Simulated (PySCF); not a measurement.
PySCF job for C6H5, SMILES c1cc[c]cc1 (connectivity only; charge and spin as stated), charge +1, multiplicity 1, PBE-D3(BJ)/def2-SVP. The structure is a stationary point at PBE-D3(BJ)/def2-SVP. The multiplicity is an assumed one; no other spin state was optimised. The isomer is the one that the SMILES or the coordinates give; other isomers of the formula were not compared.

```python
import numpy as np
from pyscf import gto, scf, dft, df
from pyscf.hessian import thermo

mol = gto.M(
    atom='''
    C     0.00000000    0.00000000    1.20204170
    C     0.00000000    1.27906753    0.82546798
    C     0.00000000    1.21875318   -0.61776392
    C     0.00000000    0.00000000   -1.30718727
    C     0.00000000   -1.21875318   -0.61776392
    C     0.00000000   -1.27906753    0.82546798
    H     0.00000000    2.21738931    1.39939393
    H     0.00000000    2.19933486   -1.12648672
    H     0.00000000    0.00000000   -2.40738970
    H     0.00000000   -2.19933486   -1.12648672
    H     0.00000000   -2.21738931    1.39939393
    ''',
    basis='def2-SVP',
    charge=1,
    spin=0,
    max_memory=1600,
    verbose=3,
)
mf = dft.RKS(mol, xc='pbe').density_fit(auxbasis='def2-universal-jkfit')
mf.disp = 'd3bj'
mf.grids.level = 3
mf.conv_tol = 1e-11
mf.max_cycle = 100
mf.kernel()

# analytic Hessian; the response equations are solved on a coarser grid
h, args, fine = mf.Hessian(), (mf.mo_energy, mf.mo_coeff, mf.mo_occ), mf.grids
h.max_memory = max(150, 2.5e-5 * df.make_auxmol(mol, mf.with_df.auxbasis).nao * mol.nelec[0] * (mol.nelec[0] + mol.nao))  # MB; small integral blocks
h1ao = h.make_h1(mf.mo_coeff, mf.mo_occ)
mf.grids = dft.Grids(mol).set(level=1).build(with_non0tab=True)
mo1, mo_e1 = h.solve_mo1(*args, h1ao)
mf.grids = fine
hess = h.hess_elec(*args, mo1, mo_e1, h1ao) + h.hess_nuc()
if mf.do_disp():
    hess += h.get_dispersion()
for i in range(mol.natm):  # the analytic DFT Hessian lacks the response of the grid: restore translational invariance
    hess[i, i] -= hess[i].sum(axis=0)
hess = (hess + hess.transpose(1, 0, 3, 2)) / 2
vib = thermo.harmonic_analysis(mol, hess, imaginary_freq=False)
thermo.dump_normal_mode(mol, vib)
th = thermo.thermo(mf, vib['freq_au'][vib['freq_au'] > 0], 298.15, 101325)
thermo.dump_thermo(mol, th)
g0 = mf.nuc_grad_method().set(verbose=0).kernel()

# dipole derivatives [dipole axis, atom, xyz] from the same response
r, irp = mol.intor('int1e_r'), mol.intor('int1e_irp').reshape(3, 3, mol.nao, mol.nao)
sl, dm0, ok = mol.aoslice_by_atom(), np.array(mf.make_rdm1()), []
dmu = np.einsum('a,xt->xat', mol.atom_charges(), np.eye(3))
for a, (_, _, p0, p1) in enumerate(sl):
    dmu[:, a] += 2 * np.einsum('xtij,ij->xt', irp[:, :, :, p0:p1], dm0.reshape(-1, mol.nao, mol.nao).sum(0)[:, p0:p1])
    for u, c, occ, f in [(mo1, mf.mo_coeff, mf.mo_occ, 4)]:
        dmu[:, a] -= f * np.einsum('tui,xuv,vi->xt', u[a], r, c[:, occ > 0], optimize=True)
L = vib['norm_mode']
ir = 974.8801 * (np.einsum('xat,kat->kx', dmu, L) ** 2).sum(1)       # km/mol
apt = np.einsum('xax->a', dmu) / 3
print('mode   freq/cm-1   IR/(km/mol)')
for k, w in enumerate(vib['freq_wavenumber']):
    print(f'{k + 1:4d} {w:11.2f} {ir[k]:13.3f}')
print('max |gradient| / (hartree/bohr):', abs(g0).max())
print('APT charges:', apt.round(4))
```

Log of the run:

```
[...]
Mode                                 6                   7                   8
Irrep
Freq [cm^-1]                      675.2365            819.8391            854.0187
Reduced mass [au]                   1.2626              1.2905              5.3576
Force const [Dyne/A]                0.3392              0.5110              2.3023
Char temp [K]                     971.5150           1179.5660           1228.7428
Normal mode                   x     y     z       x     y     z       x     y     z
       0   C                 0.05  0.00 -0.00    0.01  0.00  0.00   -0.00 -0.00  0.12
       1   C                -0.04  0.00 -0.00   -0.07 -0.00 -0.00    0.00 -0.01 -0.06
       2   C                -0.08  0.00  0.00    0.05  0.00 -0.00   -0.00  0.10 -0.06
       3   C                 0.03  0.00  0.00    0.05  0.00  0.00   -0.00  0.00  0.15
       4   C                -0.08 -0.00  0.00    0.05 -0.00 -0.00   -0.00 -0.10 -0.06
       5   C                -0.04 -0.00 -0.00   -0.07  0.00 -0.00    0.00  0.01 -0.06
       6   H                 0.45 -0.00  0.00    0.42  0.00 -0.00   -0.00  0.03 -0.11
       7   H                 0.31  0.00 -0.00   -0.33  0.00 -0.00    0.00  0.05 -0.17
       8   H                 0.41  0.00  0.00   -0.43  0.00  0.00    0.00 -0.00  0.15
       9   H                 0.31 -0.00 -0.00   -0.33 -0.00 -0.00    0.00 -0.05 -0.17
      10   H                 0.45  0.00  0.00    0.42 -0.00 -0.00   -0.00 -0.03 -0.11
Mode                                 9                  10                  11
Irrep
Freq [cm^-1]                      901.7410            945.3939            950.5929
Reduced mass [au]                   1.3040              1.4480              1.7598
Force const [Dyne/A]                0.6247              0.7625              0.9369
Char temp [K]                    1297.4045           1360.2113           1367.6915
Normal mode                   x     y     z       x     y     z       x     y     z
       0   C                -0.00  0.00 -0.00    0.01  0.00 -0.00    0.00 -0.00  0.05
       1   C                -0.06  0.00 -0.00   -0.02  0.00 -0.00   -0.00 -0.03  0.04
       2   C                 0.08 -0.00  0.00    0.07 -0.00  0.00    0.00  0.09 -0.05
       3   C                 0.00  0.00 -0.00   -0.13  0.00  0.00   -0.00  0.00 -0.10
       4   C                -0.08  0.00 -0.00    0.07  0.00  0.00    0.00 -0.09 -0.05
       5   C                 0.06  0.00  0.00   -0.02 -0.00 -0.00   -0.00  0.03  0.04
       6   H                 0.34  0.00 -0.00    0.06  0.00 -0.00    0.00 -0.24  0.41
       7   H                -0.51 -0.00  0.00   -0.30 -0.00 -0.00   -0.00  0.16  0.06
       8   H                -0.00  0.00 -0.00    0.69  0.00  0.00    0.00  0.00 -0.11
       9   H                 0.51 -0.00  0.00   -0.30  0.00 -0.00   -0.00 -0.16  0.06
      10   H                -0.34 -0.00 -0.00    0.06 -0.00 -0.00    0.00  0.24  0.41
Mode                                12                  13                  14
Irrep
Freq [cm^-1]                      977.1209           1052.3653           1071.8146
Reduced mass [au]                   1.3589              2.9726              1.4928
Force const [Dyne/A]                0.7644              1.9396              1.0104
Char temp [K]                    1405.8594           1514.1194           1542.1025
Normal mode                   x     y     z       x     y     z       x     y     z
       0   C                -0.00  0.02  0.00   -0.00 -0.00 -0.03   -0.00 -0.01 -0.00
       1   C                -0.00  0.03  0.07    0.00 -0.12 -0.08   -0.00 -0.02  0.09
       2   C                 0.00  0.02 -0.06   -0.00 -0.06  0.03    0.00  0.03 -0.07
       3   C                -0.00 -0.05 -0.00   -0.00  0.00  0.08   -0.00 -0.02 -0.00
       4   C                -0.00  0.02  0.06    0.00  0.06  0.03   -0.00  0.03  0.07
       5   C                 0.00  0.03 -0.07    0.00  0.12 -0.08    0.00 -0.02 -0.09
       6   H                 0.00 -0.21  0.49   -0.00 -0.30  0.19    0.00  0.18 -0.24
       7   H                -0.00 -0.04 -0.19    0.00 -0.07  0.04   -0.00  0.19  0.23
       8   H                 0.00 -0.28 -0.00   -0.00  0.00  0.09    0.00 -0.54 -0.00
       9   H                -0.00 -0.04  0.19    0.00  0.07  0.04   -0.00  0.19 -0.23
      10   H                 0.00 -0.21 -0.48   -0.00  0.30  0.19   -0.00  0.18  0.24
Mode                                15                  16                  17
Irrep
Freq [cm^-1]                     1100.9208           1155.3143           1235.0448
Reduced mass [au]                   1.2596              1.5656              1.4569
Force const [Dyne/A]                0.8995              1.2312              1.3093
Char temp [K]                    1583.9799           1662.2400           1776.9545
Normal mode                   x     y     z       x     y     z       x     y     z
       0   C                 0.00  0.00  0.04    0.00  0.02 -0.00   -0.00  0.06 -0.00
       1   C                -0.00  0.05  0.03    0.00  0.03 -0.09    0.00 -0.01  0.00
       2   C                 0.00 -0.06 -0.04   -0.00  0.00  0.08    0.00 -0.05 -0.10
       3   C                 0.00 -0.00  0.01    0.00 -0.06 -0.00   -0.00  0.00 -0.00
       4   C                -0.00  0.06 -0.04    0.00  0.00 -0.08    0.00 -0.05  0.10
       5   C                -0.00 -0.05  0.03   -0.00  0.03  0.09    0.00 -0.01 -0.00
       6   H                 0.00 -0.07  0.24   -0.00 -0.13  0.18    0.00 -0.09  0.13
       7   H                 0.00 -0.30 -0.49   -0.00  0.16  0.37   -0.00  0.19  0.37
       8   H                 0.00 -0.00  0.01    0.00 -0.43  0.00   -0.00  0.51  0.00
       9   H                 0.00  0.30 -0.49    0.00  0.16 -0.37   -0.00  0.19 -0.37
      10   H                -0.00  0.07  0.24    0.00 -0.13 -0.18    0.00 -0.09 -0.13
Mode                                18                  19                  20
Irrep
Freq [cm^-1]                     1323.1665           1444.7960           1468.9168
Reduced mass [au]                   4.1678              3.5460              4.3117
Force const [Dyne/A]                4.2992              4.3612              5.4814
Char temp [K]                    1903.7420           2078.7397           2113.4442
Normal mode                   x     y     z       x     y     z       x     y     z
       0   C                 0.00 -0.00 -0.08    0.00 -0.00 -0.00   -0.00  0.07 -0.00
       1   C                -0.00 -0.12  0.11   -0.00  0.03  0.04    0.00 -0.02 -0.01
       2   C                 0.00  0.02 -0.05    0.00 -0.08 -0.13    0.00 -0.09 -0.01
       3   C                 0.00 -0.00  0.01    0.00 -0.00  0.11   -0.00  0.22  0.00
       4   C                 0.00 -0.02 -0.05   -0.00  0.08 -0.13    0.00 -0.09  0.01
       5   C                -0.00  0.12  0.11   -0.00 -0.03  0.04    0.00 -0.02  0.01
       6   H                -0.00  0.06 -0.22   -0.00  0.02  0.08    0.00 -0.07  0.05
       7   H                 0.00 -0.04 -0.18   -0.00  0.12  0.28   -0.00 -0.10 -0.00
       8   H                 0.00  0.00  0.01    0.00  0.00  0.12   -0.00 -0.36  0.00
       9   H                 0.00  0.04 -0.18    0.00 -0.12  0.28   -0.00 -0.10  0.00
      10   H                 0.00 -0.06 -0.22   -0.00 -0.02  0.08    0.00 -0.07 -0.05
Mode                                21                  22                  23
Irrep
Freq [cm^-1]                     1789.3959           3103.0883           3103.2539
Reduced mass [au]                   8.7712              1.0910              1.0887
Force const [Dyne/A]               16.5472              6.1898              6.1771
Char temp [K]                    2574.5423           4464.6532           4464.8914
Normal mode                   x     y     z       x     y     z       x     y     z
       0   C                -0.00  0.22 -0.00    0.00  0.00 -0.00   -0.00 -0.00 -0.00
       1   C                 0.00 -0.11  0.02   -0.00  0.01  0.00    0.00  0.01  0.00
       2   C                 0.00  0.04  0.04   -0.00 -0.05  0.02   -0.00 -0.05  0.03
       3   C                 0.00 -0.06 -0.00   -0.00 -0.00 -0.01   -0.00  0.01 -0.00
       4   C                -0.00  0.04 -0.04    0.00  0.06  0.03   -0.00 -0.05 -0.02
       5   C                 0.00 -0.11 -0.02    0.00 -0.01  0.00    0.00  0.01 -0.00
       6   H                 0.00 -0.10 -0.05    0.00 -0.07 -0.04    0.00 -0.08 -0.04
       7   H                 0.00 -0.02 -0.06    0.00  0.55 -0.29    0.00  0.63 -0.33
       8   H                -0.00  0.01 -0.00    0.00  0.00  0.13   -0.00 -0.00  0.01
       9   H                 0.00 -0.02  0.06   -0.00 -0.62 -0.32    0.00  0.56  0.29
      10   H                 0.00 -0.10  0.05    0.00  0.08 -0.05    0.00 -0.07  0.04
Mode                                24                  25                  26
Irrep
Freq [cm^-1]                     3150.4098           3159.0202           3164.1558
Reduced mass [au]                   1.0957              1.0999              1.1015
Force const [Dyne/A]                6.4072              6.4672              6.4973
Char temp [K]                    4532.7383           4545.1267           4552.5156
Normal mode                   x     y     z       x     y     z       x     y     z
       0   C                 0.00 -0.00 -0.00    0.00 -0.01 -0.00    0.00 -0.00  0.00
       1   C                -0.00  0.01  0.00   -0.00  0.05  0.03   -0.00  0.05  0.03
       2   C                 0.00 -0.01  0.00    0.00  0.01 -0.01    0.00  0.01 -0.01
       3   C                 0.00 -0.00  0.08    0.00 -0.00 -0.00    0.00 -0.00 -0.01
       4   C                 0.00  0.01  0.00   -0.00  0.01  0.01   -0.00 -0.01 -0.01
       5   C                -0.00 -0.01  0.00   -0.00  0.05 -0.03   -0.00 -0.05  0.03
       6   H                -0.00 -0.08 -0.05    0.00 -0.57 -0.34    0.00 -0.57 -0.34
       7   H                 0.00  0.07 -0.03    0.00 -0.07  0.03    0.00 -0.08  0.04
       8   H                -0.00  0.00 -0.94    0.00  0.00  0.00    0.00  0.00  0.11
       9   H                 0.00 -0.07 -0.03   -0.00 -0.07 -0.03    0.00  0.08  0.04
      10   H                -0.00  0.08 -0.05   -0.00 -0.57  0.34    0.00  0.57 -0.34
temperature 298.1500 [K]
pressure 101325.00 [Pa]
Rotational constants [GHz] 6.67447 5.33971 2.96647
Symmetry number 2
Zero-point energy (ZPE) 0.08247 [Eh]   216521.414 [J/mol]
                           tot       elec      trans        rot        vib
Entropy [J/mol/K]       290.661      0.000    162.938    101.023     26.700
Cv [J/mol/K]             81.628      0.000     12.472     12.472     56.685
Cp [J/mol/K]             89.942      0.000     20.786     12.472     56.685
Internal energy [J/mol]                      3718.434   3718.434 222232.698
Internal energy [Eh]   -230.71591  -230.80339
Enthalpy [J/mol]                             6197.391   3718.434 222232.698
Enthalpy [Eh]          -230.71497
Gibbs free energy [J/mol]                  -42382.447 -26401.536 214272.050
Gibbs free energy [Eh] -230.74797
mode   freq/cm-1   IR/(km/mol)
   1      378.40         0.000
   2      384.15        22.103
   3      399.71        10.516
   4      446.24         0.000
   5      511.84         5.024
   6      633.61         6.913
   7      675.24       134.736
   8      819.84         0.043
   9      854.02         0.001
  10      901.74         0.000
  11      945.39         1.055
  12      950.59        11.754
  13      977.12         8.174
  14     1052.37        14.362
  15     1071.81        28.343
  16     1100.92         0.004
  17     1155.31        10.648
  18     1235.04        28.520
  19     1323.17        29.555
  20     1444.80         2.716
  21     1468.92         7.357
  22     1789.40        33.861
  23     3103.09        42.082
  24     3103.25        39.004
  25     3150.41        46.548
  26     3159.02       240.086
  27     3164.16        47.235
max |gradient| / (hartree/bohr): 6.147572947322506e-05
APT charges: [ 0.381  -0.1846  0.0393 -0.0731  0.0393 -0.1846  0.2615  0.1555  0.1487
  0.1555  0.2615]
```

Self-consistency was reached.

Cost: about 2.7 core-minutes (a rough figure).
